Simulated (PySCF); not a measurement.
C7H4Cl3F3Si, SMILES FC(F)(F)c1cccc([Si](Cl)(Cl)Cl)c1, GFN2-xTB optimised geometry.

```
18

F     -1.51    -2.78     0.76
C     -2.09    -1.87    -0.03
F     -3.36    -1.77     0.37
F     -2.11    -2.40    -1.26
C     -1.36    -0.55     0.00
C     -2.07     0.64    -0.01
C     -1.38     1.84    -0.01
C      0.00     1.84     0.00
C      0.73     0.65     0.00
Si     2.63     0.69     0.01
Cl     3.36    -1.18     0.04
Cl     3.24     1.70     1.64
Cl     3.27     1.65    -1.65
C      0.03    -0.55     0.00
H     -3.15     0.63    -0.01
H     -1.92     2.77    -0.01
H      0.53     2.78    -0.01
H      0.55    -1.49     0.01
```

Density from PBE/def2-SVP run with PySCF at that geometry.

Minimum of the electron density along straight lines between bonded atoms, close to the bond critical point (lines longer than 1.1 times the sum of covalent radii, or with two minima, are not listed):

```
bond       length / Å  ρ at the minimum / e bohr⁻³  ∇²ρ there / e bohr⁻⁵  position (fraction from the first atom)
---------  ----------  ---------------------------  --------------------  ---------------------------------------
F1–C2           1.342                        0.276                 -0.27                                     0.66
C2–F3           1.340                        0.277                 -0.25                                     0.34
C2–F4           1.347                        0.274                 -0.31                                     0.35
C2–C5           1.504                        0.266                 -0.65                                     0.53
C5–C6           1.387                        0.307                 -0.74                                     0.50
C6–C7           1.384                        0.310                 -0.77                                     0.50
C7–C8           1.383                        0.310                 -0.77                                     0.50
C8–C9           1.395                        0.301                 -0.72                                     0.50
C9–Si10         1.898                        0.116                  0.28                                     0.62
Si10–Cl11       2.015                        0.100                  0.31                                     0.37
Si10–Cl12       2.020                        0.099                  0.30                                     0.37
Si10–Cl13       2.020                        0.099                  0.30                                     0.37
C5–C14          1.387                        0.306                 -0.74                                     0.50
C9–C14          1.391                        0.303                 -0.73                                     0.50
C6–H15          1.079                        0.284                 -1.09                                     0.64
C7–H16          1.079                        0.283                 -1.07                                     0.64
C8–H17          1.080                        0.283                 -1.07                                     0.64
C14–H18         1.079                        0.284                 -1.09                                     0.64
```
